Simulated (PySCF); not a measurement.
F3Si(SH), F3HSSi.
Bonds: F1–Si2, Si2–F3, Si2–F4, Si2–S5. Hydrogens: H6 on S5.

The same species was optimised twice, with GFN2-xTB and with PBE0-D3(BJ)/def2-SVP (PySCF), and the same property calculations (PySCF, gas phase) were run on both structures.

| coordinate | GFN2-xTB | PBE0-D3(BJ)/def2-SVP | change |
| --- | --- | --- | --- |
| S5–H6 (Å) | 1.330 | 1.353 | +0.023 |
| Si2–F4 (Å) | 1.575 | 1.596 | +0.021 |
| Si2–F3 (Å) | 1.583 | 1.599 | +0.016 |
| F1–Si2 (Å) | 1.583 | 1.599 | +0.016 |
| Si2–S5 (Å) | 2.100 | 2.094 | -0.006 |
| F4–Si2–S5 (°) | 111.2 | 107.8 | -3.4 |
| Si2–S5–H6 (°) | 95.7 | 92.9 | -2.8 |
| F3–Si2–F4 (°) | 106.2 | 108.7 | +2.5 |
| F1–Si2–F4 (°) | 106.1 | 108.2 | +2.1 |
| F1–Si2–F3 (°) | 103.8 | 105.8 | +2.0 |
| F3–Si2–S5 (°) | 114.3 | 112.8 | -1.5 |
| F1–Si2–S5 (°) | 114.4 | 113.4 | -1.0 |

Rotational constants: A = 4150, B = 2322, C = 2282 MHz (GFN2-xTB) against A = 3950, B = 2349, C = 2302 MHz (PBE0-D3(BJ)/def2-SVP).

On the GFN2-xTB structure: HOMO (eV) -8.76 [PBE0/pcSseg-1]; LUMO (eV) -0.19 [PBE0/pcSseg-1]; dipole (D) 1.99 [PBE0/pcSseg-1]; GIAO shielding of F1/F3/F4 (mean) (ppm) 303.5 [PBE0/pcSseg-1]; GIAO shielding of Si2 (ppm) 400.1 [PBE0/pcSseg-1]; GIAO shielding of S5 (ppm) 738.7 [PBE0/pcSseg-1].

What do these properties become on the PBE0-D3(BJ)/def2-SVP structure?

| property | level | on GFN2-xTB | on PBE0-D3(BJ)/def2-SVP | change |
| --- | --- | --- | --- | --- |
| HOMO (eV) | PBE0/pcSseg-1 | -8.76 | -8.70 | +0.06 |
| LUMO (eV) | PBE0/pcSseg-1 | -0.19 | -0.22 | -0.03 |
| dipole (D) | PBE0/pcSseg-1 | 1.99 | 1.76 | -0.23 |
| energy, GFN2-xTB geometry as zero (kcal/mol) | PBE0/pcSseg-1 | 0.0 | -1.1 | -1.1 |
| GIAO shielding of F1/F3/F4 (mean) (ppm) | PBE0/pcSseg-1 | 303.5 | 300.4 | -3.1 |
| GIAO shielding of Si2 (ppm) | PBE0/pcSseg-1 | 400.1 | 398.9 | -1.2 |
| GIAO shielding of S5 (ppm) | PBE0/pcSseg-1 | 738.7 | 729.9 | -8.8 |

The heavy atoms differ by 0.040 Å rms after alignment. Among all bonds S5–H6 changes most (+0.023 Å). Changes are differences of the printed values. Neither structure is proved a minimum here.

Shape of the structure used: `[F:1][Si:2]([F:3])([F:4])[SH:5]`: H–S5–Si2–F1 -63°.
